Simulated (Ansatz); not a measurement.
Gas-phase electronic energies from Ansatz, PBE0-D4/def2-TZVP geometries. CBS: MP2 limit from def2 TZ/QZ plus the TZ coupled-cluster correction, frozen cores. Functionals use def2-TZVPP. B3LYP here is the variant with VWN-RPA as its local correlation; programs differ in this. Each species was taken in one conformer, which may not be the lowest.

Reaction (cleavage of the Si–Al bond): `F[CH]([SiH3])[AlH][SiH3]` + `O=C[SiH](O)Cl` → `O=C[SiH](Cl)O[SiH3]` + `F[CH]([AlH2])[SiH3]`

`F[CH]([SiH3])[AlH][SiH3]`:

Z-matrix (Å, degrees):
```
C
Si 1 1.890
Al 1 1.980 2 112.2
F 1 1.410 2 109.6 3 -125.2
H 1 1.102 2 106.4 3 118.7
H 2 1.486 1 111.9 3 177.8
H 2 1.489 1 107.2 3 -61.6
H 2 1.488 1 110.3 3 56.3
Si 3 2.457 1 115.9 2 55.6
H 3 1.585 1 119.5 2 -121.6
H 9 1.493 3 109.5 1 -84.5
H 9 1.490 3 113.2 1 155.6
H 9 1.491 3 111.5 1 33.8
```

`O=C[SiH](O)Cl`:

Z-matrix (Å, degrees):
```
Si
C 1 1.921
Cl 1 2.050 2 105.5
O 1 1.624 2 105.0 3 120.1
H 1 1.476 2 115.4 3 -118.3
O 2 1.208 1 117.3 3 -113.9
H 2 1.112 1 122.9 3 63.8
H 4 0.964 1 113.7 2 -15.4
```

`O=C[SiH](Cl)O[SiH3]`:

```xyz
11

O    -0.782   -0.858   -1.643
C    -1.208   -1.317   -0.612
Si   -0.699   -0.497    1.047
Cl    0.347   -1.928    2.075
O     0.213    0.778    0.688
Si    1.233    1.387   -0.463
H    -1.866   -2.216   -0.636
H    -1.851   -0.093    1.878
H     2.113    2.361    0.227
H     2.055    0.303   -1.052
H     0.446    2.080   -1.509
```

`F[CH]([AlH2])[SiH3]`:

Z-matrix (Å, degrees):
```
C
Al 1 1.978
Si 1 1.890 2 114.1
F 1 1.412 2 110.8 3 123.4
H 1 1.101 2 108.9 3 -118.7
H 2 1.587 1 117.4 3 62.1
H 2 1.582 1 119.9 3 -117.0
H 3 1.488 1 107.5 2 -62.8
H 3 1.488 1 110.3 2 55.6
H 3 1.486 1 111.5 2 176.6
```

(1) Is it downhill or uphill in electronic energy at CCSD(T)/CBS, and by how much? (An estimate is asked.)

(2) What do these levels give: ωB97X-V, B2PLYP, B3LYP, MP2/def2-TZVPP, CCSD/def2-TZVPP, MP2/CBS(def2)? (Best estimate.)

Largest T1 diagnostic among the species: 0.014.

Results:

(1) The calculation gave: Downhill: ΔE = -0.98 eV.

(2) Computed: ωB97X-V -0.97, B2PLYP -1.02, B3LYP -0.97, MP2/def2-TZVPP -1.07, CCSD/def2-TZVPP -1.01, MP2/CBS(def2) -1.08 eV.

The D4 term adds −0.03 eV with B3LYP and −0.02 eV with PBE0; it sums over pairs of atoms, weighted by their polarisabilities, and B3LYP, whose exchange is more repulsive, gets the larger term. From PBE to PBE0 (25 % exact exchange), in def2-TZVPP and without D4, ΔE moves by −0.10 eV. In def2-TZVPP, CCSD(T) changes the Hartree–Fock value by +0.31 eV (the triples alone add +0.04 eV) and MP2 by +0.21 eV.
